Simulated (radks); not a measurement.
Results of a calculation; reference values are marked as such.
Zr XXI, 20 electrons, occupied as [Ne] 3s1 3p6 3d2 4p1 (not the ground configuration).

Level of theory: Dirac Kohn-Sham, XLYP, spin-unpolarised, spherical densities, finite nucleus; open shells fill j = l - 1/2 first; Fermi nuclear charge, rms radius 4.2694 fm (a radial shooting solver on a logarithmic mesh with Libxc functionals).

Energy parts (eV):
total: -91234.424
kinetic: 94512.256
electron-nucleus: -204503.715
Hartree: 21171.118
exchange-correlation: -2414.084

Orbitals (lengths in bohr, moments of r in powers of bohr; <r^-3> diverges for s and p1/2):
\begin{tabular}{lrrrrrrr}
orbital & occ. & eigenvalue (eV) & <r^4> & <r^2> & <r^-3> & <1/r> & small-component weight \\ \hline
1s1/2 & 2 & -18614.94 & 8.869e-06 & 0.001852 & - & 41.26 & 2.12e-02 \\
2s1/2 & 2 & -3251.001 & 0.001610 & 0.03066 & - & 9.399 & 4.36e-03 \\
2p1/2 & 2 & -3046.915 & 0.001074 & 0.02323 & - & 9.359 & 4.35e-03 \\
2p3/2 & 4 & -2960.166 & 0.001186 & 0.02456 & 2056 & 8.958 & 4.22e-03 \\
3s1/2 & 1 & -1061.736 & 0.05827 & 0.1981 & - & 3.527 & 1.40e-03 \\
3p1/2 & 2 & -988.4328 & 0.05524 & 0.1890 & - & 3.456 & 1.36e-03 \\
3p3/2 & 4 & -970.4640 & 0.05908 & 0.1958 & 431.6 & 3.360 & 1.33e-03 \\
3d3/2 & 2 & -852.8862 & 0.04418 & 0.1602 & 67.17 & 3.226 & 1.24e-03 \\
3d5/2 & 0 & -849.0983 & 0.04505 & 0.1620 & 64.51 & 3.201 & 1.23e-03 \\
4p1/2 & 1 & -476.7421 & 0.8994 & 0.8008 & - & 1.687 & 5.83e-04 \\
4p3/2 & 0 & -470.9421 & 0.9443 & 0.8210 & 140.0 & 1.655 & 5.74e-04 \\
\end{tabular}

The highest occupied level is 4p1/2 at -476.74 eV. The configuration is held as typed, so some empty levels lie below it. Summed over all electrons, <r^2> = 2.690 bohr^2, which gives a Langevin (diamagnetic) susceptibility term of -2.13 x 10^-6 cm^3/mol.

Run on one thread of a shared host, so times are rough (Intel(R) Xeon(R) Platinum 8488C): 0.09 s of CPU time, 0.1 s wall, 15 iterations on 2189 mesh points.
